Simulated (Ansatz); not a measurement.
Total energies of `B[C@]1(Cl)C[C@H]1Cl`.

```xyz
11

B     0.384   -1.428   -0.753
C     0.373   -0.320    0.297
Cl    1.531   -0.414    1.612
C    -0.938    0.394    0.616
C     0.031    1.082   -0.248
Cl    0.899    2.471    0.322
H    -0.413   -1.346   -1.644
H     1.155   -2.334   -0.709
H    -1.014    0.748    1.636
H    -1.850    0.005    0.181
H    -0.157    1.142   -1.311
```

The species carries charge 0 and has multiplicity 1. The geometry is a stationary point of PBE0-D4/def2-TZVP. Basis def2-TZVPP, the Gaussian-basis code of Ansatz.

RPA on PBE orbitals: Hartree–Fock energy of these orbitals -1060.15155 Eh, correlation -1.60848 Eh (frozen core).

```
functional  energy without D4 (Eh)  D4 term (kJ/mol)
      BLYP             -1062.51312             -66.0
   ωB97M-V             -1062.48806                 –
```

(1) Give the same for LDA (SPW92), PBE, revPBE, r2SCAN, B97M-V, PBE0, B3LYP, r2SCANh, r2SCAN0, HSE06 (plane-wave form), BHLYP, CAM-B3LYP, LC-ωPBE, ωB97X-V, B2PLYP, PBE-QIDH. (Estimate.)

B3LYP takes the VWN-RPA correlation (the form of Gaussian; ORCA's B3LYP/G). HSE06 is the plane-wave form, built on full-range PBE exchange. The double hybrids freeze the cores in their second-order part.

Results:

(1) Ansatz gave: 
```tsv
functional	energy without D4 (Eh)	D4 term (kJ/mol)
LDA (SPW92)	-1058.25117	–
PBE	-1062.02173	-29.7
revPBE	-1062.38684	-91.6
r2SCAN	-1062.44887	-7.2
B97M-V	-1062.37763	–
PBE0	-1062.11905	-25.1
B3LYP	-1062.63248	-48.1
r2SCANh	-1062.44146	-7.7
r2SCAN0	-1062.43158	-8.5
HSE06 (plane-wave form)	-1062.09466	-23.4
BHLYP	-1062.50883	-36.0
CAM-B3LYP	-1062.53825	-25.5
LC-ωPBE	-1062.24994	–
ωB97X-V	-1062.42978	–
B2PLYP	-1062.20210	–
PBE-QIDH	-1061.93089	–
```

LC-ωPBE has ω = 0.4 bohr⁻¹.
